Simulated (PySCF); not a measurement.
Radial density of Sn+ (tin, charge +1)

UHF, [Kr] 4d10 5s2 5p1, 2P determinant. Computed with PySCF 2.14 in def2-SVP with the def2 core potential (28 electrons), with a scalar-relativistic core potential. This is the valence pseudo-density: the core potential removes the inner electrons and smooths the orbitals near the nucleus.

```
r (bohr)  4πr²ρ (e/bohr)  4πr²(ρα − ρβ)
 0.00826       2.274e-05         0.0000
  0.0139       6.079e-05         0.0000
  0.0234       0.0001477         0.0000
  0.0393       0.0002938         0.0000
  0.0661       0.0006073         0.0000
   0.111        0.004123         0.0000
   0.187         0.05413         0.0002
   0.315          0.9667         0.0031
   0.529           11.59         0.0418
   0.890           21.86         0.0067
    1.50           6.312         0.1258
    2.52           1.593         0.4387
    4.23          0.2325         0.1305
    7.12        0.006639         0.0058
```

Energies and moments cover only the electrons outside the core potential.
